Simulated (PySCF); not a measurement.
# Spin states and ions at one geometry of Pt3

PySCF 2.14.0, UKS BP86, Pt def2-SVP with ECP60; non-relativistic Hamiltonian with scalar-relativistic core potentials where named; density fitting; no spin-orbit coupling; singlets restricted, open shells unrestricted. The geometry is relaxed for charge 0, triplet, vacuum:

```xyz
3

Pt    1.4574    0.0000    0.0000
Pt   -0.7287    1.2622    0.0000
Pt   -0.7287   -1.2622    0.0000
```

Energies count from the relaxed state; an electron taken off or put on is at rest in vacuum. Charges and spins are Mulliken's.

```tsv
state	energy (eV)	spin squared	charge on Pt1 (e)	spin on Pt1 (e)	dipole about the centre of mass (D)
charge 0, triplet, vacuum	0.00	2.02	0.00	0.67	0.00
charge 0, singlet, vacuum	0.12	0.00	0.00	0.00	0.00
charge 0, quintet, vacuum	0.87	6.01	0.04	1.09	0.71
charge +1, doublet, vacuum	8.15	0.75	0.33	0.33	0.00
charge -1, doublet, vacuum	-2.12	0.89	-0.33	0.33	0.00
charge -1, quartet, vacuum	-1.97	3.78	-0.32	0.60	1.03
```

What does the state charge +1, quartet, vacuum give?

energy (eV) 8.05, spin squared 3.76, charge on Pt1 (e) 0.33, spin on Pt1 (e) 0.98, dipole about the centre of mass (D) 0.17.

With an electron taken off (quartet, the lower of the two states computed) the charges change, summed by element, by Pt +1.00 e. The vertical ionisation energy is 8.05 eV, against −ε(HOMO) = 5.09 eV over both spins of the relaxed state. The level lies 3.0 eV too high, as is usual for semilocal functionals and global hybrids, which keep a self-interaction error.

With an electron put on (doublet, the lower of the two states computed) the charges change, summed by element, by Pt -1.00 e. The vertical electron affinity is 2.12 eV, against −ε(LUMO) = 4.96 eV over both spins of the relaxed state. The basis has no diffuse functions, which an added electron needs. The added electron's level lies above zero.

Open shells may have lower solutions than those found. Hard to converge, so the more doubtful: charge 0, quintet, vacuum; charge +1, doublet, vacuum; charge +1, quartet, vacuum.
